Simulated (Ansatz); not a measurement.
Job for Ansatz (a first-principles code): R-B3LYP-D3(BJ)/def2-TZVP on C2H10N2 (a complex).

Ansatz 0.2 input:
```yaml
crystal:
  periodic: [false, false, false]
  atoms:
    - {symbol: C, position_ang: [1.33988338, 0.33559245, 0.36006180]}
    - {symbol: C, position_ang: [-0.12714598, 0.68113386, 0.14526998]}
    - {symbol: N, position_ang: [-0.97375522, -0.31967586, 0.78590326]}
    - {symbol: H, position_ang: [1.97223881, 1.11642456, -0.05374466]}
    - {symbol: H, position_ang: [1.54334114, 0.23579429, 1.42242559]}
    - {symbol: H, position_ang: [1.58346823, -0.60491665, -0.13016081]}
    - {symbol: H, position_ang: [-0.32859812, 0.77752422, -0.93492218]}
    - {symbol: H, position_ang: [-0.35131431, 1.64311975, 0.61474308]}
    - {symbol: H, position_ang: [-1.95374328, -0.10675545, 0.63141936]}
    - {symbol: H, position_ang: [-0.78854254, -1.23440197, 0.38535256]}
    - {symbol: N, position_ang: [0.07486161, -0.39254110, 3.68023078]}
    - {symbol: H, position_ang: [-0.22186602, -1.26368215, 4.10493687]}
    - {symbol: H, position_ang: [-0.39044198, 0.35561329, 4.18108627]}
    - {symbol: H, position_ang: [-0.28389047, -0.38451121, 2.72603240]}
basis:
  gaussian:
    orbitals: def2-TZVP
hamiltonian:
  xc: b3lyp
  dispersion: d3bj
relax: {f_tol: 0.004, max_steps: 120}
scf: {lower_state_search: off}
```

It printed:

```
WARN ansatz: RAYON_NUM_THREADS=1 ignored (pool sized by the plan → 1); use --threads N
Functional definition: B3LYP
these checks for a lower state are left out or cut short: stability, starts, cluster_reference, orbital_swaps, neighbouring_geometries, increment
integrals: 0.08 GiB planned
1110 factors; their error is unknown
mean field: 0.79 GiB planned
mean field evaluation 1: about -5203.2651 eV, gradient 9.1e1 eV
mean field evaluation 2: about -5185.6524 eV, gradient 1.2e2 eV
mean field evaluation 4: about -5219.7058 eV, gradient 5.5e0 eV
mean field evaluation 8: about -5219.7661 eV, gradient 1.1e-1 eV
mean field evaluation 16: about -5219.7416 eV, gradient 9.6e-5 eV
mean field -5219.74162165 eV, -191.8219665277 hartree, gradient 4.6e-6 eV, S^2 0.000000; 0 other end points of the search recorded, 0 dependent functions left out
the calculation of the forces begins
reference -5219.74190096 eV, -191.8219767920 hartree; 18, 18 occupied and 166, 166 virtual orbitals, 1110 factors
relax step   1: F+E_penalty+E_count = -5220.09150058 eV  Δ(F+E_penalty+E_count) = +0.000e0 eV  max|allowed force component| = 2.607e-1 eV/Å  Δτ_max = 0.0000 Å  (18 SCF iters, accepted)
these checks for a lower state are left out or cut short: stability, starts, cluster_reference, orbital_swaps, neighbouring_geometries, increment
integrals: 0.08 GiB planned
1110 factors; their error is unknown
mean field: 0.78 GiB planned
mean field -5219.77148387 eV, -191.8230639439 hartree, gradient 2.0e-6 eV, S^2 0.000000; 0 other end points of the search recorded, 0 dependent functions left out
the calculation of the forces begins
reference -5219.77176656 eV, -191.8230743328 hartree; 18, 18 occupied and 166, 166 virtual orbitals, 1110 factors
relax step   2: F+E_penalty+E_count = -5220.11257270 eV  Δ(F+E_penalty+E_count) = -2.107e-2 eV  max|allowed force component| = 4.269e-1 eV/Å  Δτ_max = 0.1949 Å  (19 SCF iters, accepted)
these checks for a lower state are left out or cut short: stability, starts, cluster_reference, orbital_swaps, neighbouring_geometries, increment
integrals: 0.08 GiB planned
1110 factors; their error is unknown
mean field: 0.78 GiB planned
mean field evaluation 32: about -5219.7781 eV, gradient 5.4e-1 eV
mean field -5219.77850326 eV, -191.8233219019 hartree, gradient 1.8e-6 eV, S^2 0.000000; 0 other end points of the search recorded, 0 dependent functions left out
the calculation of the forces begins
reference -5219.77878596 eV, -191.8233322909 hartree; 18, 18 occupied and 166, 166 virtual orbitals, 1110 factors
relax step   3: F+E_penalty+E_count = -5220.11824819 eV  Δ(F+E_penalty+E_count) = -5.675e-3 eV  max|allowed force component| = 2.800e-1 eV/Å  Δτ_max = 0.0841 Å  (19 SCF iters, accepted)
these checks for a lower state are left out or cut short: stability, starts, cluster_reference, orbital_swaps, neighbouring_geometries, increment
integrals: 0.08 GiB planned
1110 factors; their error is unknown
mean field: 0.78 GiB planned
mean field -5219.78000252 eV, -191.8233769985 hartree, gradient 1.8e-6 eV, S^2 0.000000; 0 other end points of the search recorded, 0 dependent functions left out
the calculation of the forces begins
reference -5219.78028543 eV, -191.8233873956 hartree; 18, 18 occupied and 166, 166 virtual orbitals, 1110 factors
relax step   4: F+E_penalty+E_count = -5220.12026203 eV  Δ(F+E_penalty+E_count) = -2.014e-3 eV  max|allowed force component| = 1.961e-1 eV/Å  Δτ_max = 0.0498 Å  (19 SCF iters, accepted)
these checks for a lower state are left out or cut short: stability, starts, cluster_reference, orbital_swaps, neighbouring_geometries, increment
integrals: 0.08 GiB planned
1110 factors; their error is unknown
mean field: 0.78 GiB planned
mean field -5219.78100325 eV, -191.8234137749 hartree, gradient 1.9e-6 eV, S^2 0.000000; 0 other end points of the search recorded, 0 dependent functions left out
the calculation of the forces begins
reference -5219.78128623 eV, -191.8234241742 hartree; 18, 18 occupied and 166, 166 virtual orbitals, 1110 factors
relax step   5: F+E_penalty+E_count = -5220.12287011 eV  Δ(F+E_penalty+E_count) = -2.608e-3 eV  max|allowed force component| = 2.746e-2 eV/Å  Δτ_max = 0.0673 Å  (19 SCF iters, accepted)
these checks for a lower state are left out or cut short: stability, starts, cluster_reference, orbital_swaps, neighbouring_geometries, increment
integrals: 0.08 GiB planned
1110 factors; their error is unknown
mean field: 0.79 GiB planned
mean field -5219.78164726 e
[...]
11 eV, -191.8234361131 hartree; 18, 18 occupied and 166, 166 virtual orbitals, 1110 factors
relax step  13: F+E_penalty+E_count = -5220.12547688 eV  Δ(F+E_penalty+E_count) = -8.235e-5 eV  max|allowed force component| = 2.441e-2 eV/Å  Δτ_max = 0.0138 Å  (20 SCF iters, accepted)
these checks for a lower state are left out or cut short: stability, starts, cluster_reference, orbital_swaps, neighbouring_geometries, increment
integrals: 0.08 GiB planned
1110 factors; their error is unknown
mean field: 0.78 GiB planned
mean field -5219.78123781 eV, -191.8234223947 hartree, gradient 1.7e-6 eV, S^2 0.000000; 0 other end points of the search recorded, 0 dependent functions left out
the calculation of the forces begins
reference -5219.78151876 eV, -191.8234327193 hartree; 18, 18 occupied and 166, 166 virtual orbitals, 1110 factors
relax step  14: F+E_penalty+E_count = -5220.12553692 eV  Δ(F+E_penalty+E_count) = -6.004e-5 eV  max|allowed force component| = 4.368e-2 eV/Å  Δτ_max = 0.0272 Å  (19 SCF iters, accepted)
these checks for a lower state are left out or cut short: stability, starts, cluster_reference, orbital_swaps, neighbouring_geometries, increment
integrals: 0.08 GiB planned
1110 factors; their error is unknown
mean field: 0.78 GiB planned
mean field -5219.78127584 eV, -191.8234237922 hartree, gradient 1.7e-6 eV, S^2 0.000000; 0 other end points of the search recorded, 0 dependent functions left out
the calculation of the forces begins
reference -5219.78155673 eV, -191.8234341148 hartree; 18, 18 occupied and 166, 166 virtual orbitals, 1110 factors
relax step  15: F+E_penalty+E_count = -5220.12557426 eV  Δ(F+E_penalty+E_count) = -3.734e-5 eV  max|allowed force component| = 2.917e-2 eV/Å  Δτ_max = 0.0102 Å  (20 SCF iters, accepted)
these checks for a lower state are left out or cut short: stability, starts, cluster_reference, orbital_swaps, neighbouring_geometries, increment
integrals: 0.08 GiB planned
1110 factors; their error is unknown
mean field: 0.78 GiB planned
mean field -5219.78126648 eV, -191.8234234484 hartree, gradient 1.7e-6 eV, S^2 0.000000; 0 other end points of the search recorded, 0 dependent functions left out
the calculation of the forces begins
reference -5219.78154727 eV, -191.8234337673 hartree; 18, 18 occupied and 166, 166 virtual orbitals, 1110 factors
relax step  16: F+E_penalty+E_count = -5220.12561807 eV  Δ(F+E_penalty+E_count) = -4.381e-5 eV  max|allowed force component| = 1.174e-2 eV/Å  Δτ_max = 0.0172 Å  (20 SCF iters, accepted)
these checks for a lower state are left out or cut short: stability, starts, cluster_reference, orbital_swaps, neighbouring_geometries, increment
integrals: 0.08 GiB planned
1110 factors; their error is unknown
mean field: 0.78 GiB planned
mean field evaluation 128: about -5219.8034 eV, gradient 1.1e0 eV
mean field -5219.78114203 eV, -191.8234188747 hartree, gradient 1.7e-6 eV, S^2 0.000000; 0 other end points of the search recorded, 0 dependent functions left out
the calculation of the forces begins
reference -5219.78142267 eV, -191.8234291882 hartree; 18, 18 occupied and 166, 166 virtual orbitals, 1110 factors
relax step  17: F+E_penalty+E_count = -5220.12564029 eV  Δ(F+E_penalty+E_count) = -2.221e-5 eV  max|allowed force component| = 1.179e-2 eV/Å  Δτ_max = 0.0207 Å  (19 SCF iters, accepted)
these checks for a lower state are left out or cut short: stability, starts, cluster_reference, orbital_swaps, neighbouring_geometries, increment
integrals: 0.08 GiB planned
1110 factors; their error is unknown
mean field: 0.78 GiB planned
mean field -5219.78110223 eV, -191.8234174123 hartree, gradient 1.7e-6 eV, S^2 0.000000; 0 other end points of the search recorded, 0 dependent functions left out
the calculation of the forces begins
reference -5219.78138280 eV, -191.8234277229 hartree; 18, 18 occupied and 166, 166 virtual orbitals, 1110 factors
relax step  18: F+E_penalty+E_count = -5220.12564778 eV  Δ(F+E_penalty+E_count) = -7.499e-6 eV  max|allowed force component| = 9.361e-3 eV/Å  Δτ_max = 0.0114 Å  (20 SCF iters, accepted)
these checks for a lower state are left out or cut short: stability, starts, cluster_reference, orbital_swaps, neighbouring_geometries, increment
integrals: 0.08 GiB planned
1110 factors; their error is unknown
mean field: 0.79 GiB planned
mean field -5219.78095291 eV, -191.8234119250 hartree, gradient 1.7e-6 eV, S^2 0.000000; 0 other end points of the search recorded, 0 dependent functions left out
the calculation of the forces begins
reference -5219.78123339 eV, -191.8234222323 hartree; 18, 18 occupied and 166, 166 virtual orbitals, 1110 factors
relax step  19: F+E_penalty+E_count = -5220.12564826 eV  Δ(F+E_penalty+E_count) = -4.783e-7 eV  max|allowed force component| = 6.163e-3 eV/Å  Δτ_max = 0.0083 Å  (20 SCF iters, accepted)
these checks for a lower state are left out or cut short: stability, starts, cluster_reference, orbital_swaps, neighbouring_geometries, increment
integrals: 0.08 GiB planned
1110 factors; their error is unknown
mean field: 0.78 GiB planned
mean field -5219.78087923 eV, -191.8234092173 hartree, gradient 1.7e-6 eV, S^2 0.000000; 0 other end points of the search recorded, 0 dependent functions left out
the calculation of the forces begins
reference -5219.78115969 eV, -191.8234195239 hartree; 18, 18 occupied and 166, 166 virtual orbitals, 1110 factors
relax step  20: F+E_penalty+E_count = -5220.12564832 eV  Δ(F+E_penalty+E_count) = -5.594e-8 eV  max|allowed force component| = 1.072e-2 eV/Å  Δτ_max = 0.0044 Å  (21 SCF iters, accepted)
these checks for a lower state are left out or cut short: stability, starts, cluster_reference, orbital_swaps, neighbouring_geometries, increment
integrals: 0.08 GiB planned
1110 factors; their error is unknown
mean field: 0.78 GiB planned
mean field evaluation 160: about -5219.7810 eV, gradient 7.1e-3 eV
mean field -5219.78097306 eV, -191.8234126655 hartree, gradient 1.7e-6 eV, S^2 0.000000; 0 other end points of the search recorded, 0 dependent functions left out
the calculation of the forces begins
reference -5219.78125355 eV, -191.8234229731 hartree; 18, 18 occupied and 166, 166 virtual orbitals, 1110 factors
relax step  21: F+E_penalty+E_count = -5220.12565388 eV  Δ(F+E_penalty+E_count) = -5.565e-6 eV  max|allowed force component| = 1.234e-3 eV/Å  Δτ_max = 0.0026 Å  (21 SCF iters, accepted)
Total energy: -5220.12593437 eV, -191.8360897596 hartree
Atom 0 at     1.341132     0.268139     0.356755 Å, force    -0.000461    -0.000135     0.000053 eV/Å
Atom 1 at    -0.112006     0.676815     0.175711 Å, force     0.000485     0.000608    -0.000180 eV/Å
Atom 2 at    -1.009363    -0.372885     0.678841 Å, force    -0.000238     0.000598    -0.000253 eV/Å
Atom 3 at     2.008726     1.048346    -0.012987 Å, force    -0.000013     0.000079     0.000031 eV/Å
Atom 4 at     1.558682     0.094054     1.410777 Å, force     0.000115    -0.000017    -0.000051 eV/Å
Atom 5 at     1.560499    -0.646789    -0.201268 Å, force     0.000081    -0.000035    -0.000154 eV/Å
Atom 6 at    -0.298116     0.923894    -0.878774 Å, force     0.000005    -0.000189     0.000252 eV/Å
Atom 7 at    -0.309337     1.581587     0.755458 Å, force     0.000089    -0.000550    -0.000032 eV/Å
Atom 8 at    -1.979882    -0.117341     0.537281 Å, force    -0.000094    -0.000477     0.000233 eV/Å
Atom 9 at    -0.855280    -1.239015     0.173655 Å, force     0.000139     0.000058     0.000003 eV/Å
Atom 10 at     0.016266    -0.175578     3.698569 Å, force    -0.000859    -0.000796    -0.001234 eV/Å
Atom 11 at     0.288084    -1.067609     4.096400 Å, force     0.000283     0.000036     0.000626 eV/Å
Atom 12 at    -0.673207     0.228909     4.322062 Å, force    -0.000007     0.000372     0.000780 eV/Å
Atom 13 at    -0.441702    -0.363809     2.806152 Å, force     0.000474     0.000447    -0.000074 eV/Å
Dipole moment:    -0.335691    -0.157981    -0.299702 e Å
Checks for a lower state left out: stability, starts, cluster_reference, orbital_swaps, neighbouring_geometries, increment
```

The run converged.

Cost: very roughly 90 core-seconds.
